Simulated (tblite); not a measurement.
Task: Give a GFN2-xTB geometry of `FC(F)/C=C/CNC[SiH3]`.

Result: 
Z-matrix in Å and degrees, rows numbered from 1:
```
F 
C   1  1.3624
F   2  1.3593  1  105.44
C   2  1.4927  1  110.90  3  -120.52
C   4  1.3231  2  123.00  1  -119.22
C   5  1.4942  4  124.71  2   179.51
N   6  1.4442  5  112.78  4    -9.08
C   7  1.4564  6  113.76  5   174.60
Si  8  1.9213  7  117.17  6    60.51
H   2  1.1014  1  107.44  3   114.64
H   4  1.0790  2  115.51  1    61.26
H   5  1.0828  4  120.47  2    -0.70
H   6  1.0975  5  108.24  4   109.96
H   6  1.1074  5  108.39  4  -134.86
H   7  1.0160  6  109.34  5   -62.65
H   8  1.0928  7  106.36  6  -176.86
H   8  1.0942  7  107.09  6   -63.55
H   9  1.4646  8  110.74  7   -77.93
H   9  1.4657  8  108.14  7    41.78
H   9  1.4597  8  108.15  7   161.95
```

The 3 C–C bonds span 1.323 Å (C4=C5, drawn double) to 1.494 Å (C5–C6, drawn single), a spread of 0.171 Å. Of the pairs four or more bonds apart, Si9···H14 is among the closest relative to their van der Waals radii: 2.92 Å, 88 % of the sum of Bondi's values. Si9 (SiH3 silicon) is tetrahedral (angles from 108.1° to 110.9°). N7 (secondary amine nitrogen) is pyramidal (angles 113.8°, 109.5° and 109.3°, sum 332.6°, 0.39 Å off the plane of its three neighbours).

Computed geometry: GFN2-xTB, gas phase.

Point group: C1 (no symmetry element, even within 0.4 Å). Its GFN2-xTB frequencies are all real (lowest 26 cm⁻¹). The numbers are those of one conformer (F1–C2–C4–C5 -119°, C4–C5–C6–N7 -9°, C5–C6–N7–C8 175°, C6–N7–C8–Si9 61°). 3 starts were optimised and ended at 0.00, 0.05 and 0.18 kcal/mol (GFN2-xTB); the lowest of these is shown.

The run took 4.0 s wall, 2.9 s CPU on one thread of an Intel Xeon at 2.50 GHz, no GPU (shared host). That covers the optimisation of the geometry.
